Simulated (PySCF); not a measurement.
# J couplings in Ti(OH)Me3

Geometry:
| atom | x (Å) | y (Å) | z (Å) |
| --- | --- | --- | --- |
| Ti1 | 0.006 | -0.012 | 0.391 |
| O2 | 0.040 | -0.075 | 2.138 |
| H3 | 0.065 | -0.155 | 3.092 |
| C4 | 1.912 | -0.011 | -0.394 |
| H5 | 1.819 | 0.066 | -1.492 |
| H6 | 2.440 | -0.948 | -0.147 |
| H7 | 2.505 | 0.843 | -0.025 |
| C8 | -0.962 | 1.686 | -0.267 |
| H9 | -0.995 | 1.660 | -1.370 |
| H10 | -0.421 | 2.593 | 0.055 |
| H11 | -1.993 | 1.729 | 0.122 |
| C12 | -0.978 | -1.644 | -0.396 |
| H13 | -2.031 | -1.666 | -0.067 |
| H14 | -0.489 | -2.587 | -0.099 |
| H15 | -0.950 | -1.555 | -1.497 |

Method: PBE/pcJ-1 (pcSseg-1 on Ti) (without the spin–dipole term)//PBE0-D3(BJ)/def2-SVP, PySCF 2.14; isolated molecule, single conformer, non-relativistic. Couplings are averaged over pairs made equivalent by symmetry, fast rotation or ring inversion, so a value needn't be that of the named pair in this geometry, while other rotamers aren't included; one pair stands for each set, and the list holds those of at least 0.8 Hz over up to four bonds, among pairs with at least one H or C atom (others weren't computed).

Isotopes: 13C, 1H, 17O. Couplings to quadrupolar nuclei such as 17O and 33S are rarely resolved in practice.

| pair | bonds | J (Hz) |
| --- | --- | --- |
| O2, H3 | 1 | -96.5 |
| C4, H5 | 1 | ? |
| H5, H6 | 2 | ? |

Estimate the withheld couplings, with signs.

Answers


- 1J(C4,H5) = 117.1 Hz (bond length 1.105 Å)
- 2J(H5,H6) = -11.9 Hz (mean over equivalent pairs that range from -13.0 to -11.2 Hz in this conformer)
